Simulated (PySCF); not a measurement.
Compound: C5H6S2.
Bonds: C1–S2, S2–C3, C3–C4 (aromatic), C4–C5 (aromatic), C5–C6 (aromatic), C6–S7 (aromatic), C3–S7 (aromatic). Hydrogens: H8, H9, H10 on C1; H11 on C4; H12 on C5; H13 on C6.

Jobs on this species (13 atoms, 68 electrons) with PySCF (density fitting). Hardware of each: an Arm Neoverse V2 with one thread (shared host). Times come from a shared host and carry two figures at best.

Problem. Rank these jobs by wall time, shortest first.
A. PBE0/pcSseg-1; shieldings, charges and field gradients; 163 basis functions
B. CAM-B3LYP/def2-SVPD; 10 singlets by full TDDFT, 4 Tamm–Dancoff triplets, polarisability, ΔSCF ions; 202 basis functions
C. PBE0-D3(BJ)/def2-SVP, grid level 1; geometry optimisation from a GFN2-xTB start; 136 basis functions

Solution. A (15 s), C (38 s), B (62 s).

All jobs:

| level and settings | work | basis functions | SCF cycles | wall time |
| --- | --- | --- | --- | --- |
| PBE0/pcSseg-1 | shieldings, charges and field gradients | 163 | 14 | 15 s |
| PBE0-D3(BJ)/def2-SVP, grid level 1 | geometry optimisation from a GFN2-xTB start | 136 | 37 | 38 s |
| WP04/pcSseg-2 | shieldings | 350 | 16 | 54 s |
| CAM-B3LYP/def2-SVPD | 10 singlets by full TDDFT, 4 Tamm–Dancoff triplets, polarisability, ΔSCF ions | 202 | 13 | 62 s |

Problem. What do all jobs in the table cost together?

Solution. About 2.8 min; the longest takes about 37 % of that, and about 4.1 times as long as the shortest.
